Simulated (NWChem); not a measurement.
Correlation energy of AlP

SMILES: [Al]=[P]
```xyz
2

Al     0.0000     0.0000     1.1825
P      0.0000     0.0000    -1.0249
```
Charge 0, spin multiplicity 3.

Everything below was run with NWChem. The geometry was optimised at UPBE0/def2-SVP, a minimum by its harmonic frequencies.

Basis set: cc-pVDZ. Each correlation energy counts from its own Hartree-Fock reference.

The correlated methods keep 10 core orbitals frozen. This spin state was chosen for the runs; another may lie lower. The structure started from a generated list of species. The unpaired electrons of the parent sit in orbitals of symmetry a1 and b2 (C2v labels of the run); other states weren't searched. The stability of the SCF solutions was not checked. Open-shell Hartree-Fock references start from PBE0 orbitals. No row is a measurement; the coupled-cluster row has its own basis-set and correlation limits.

For the correlation energy, CCSD[T] on ROHF gives -175.7 mHa and CCSD on UHF gives -157.9 mHa. What do CCSDT on ROHF, CCSD(T) on UHF, CCSD(T) on ROHF give?

CCSDT on ROHF: -176.1 mHa; CCSD(T) on UHF: -165.7 mHa; CCSD(T) on ROHF: -175.1 mHa.
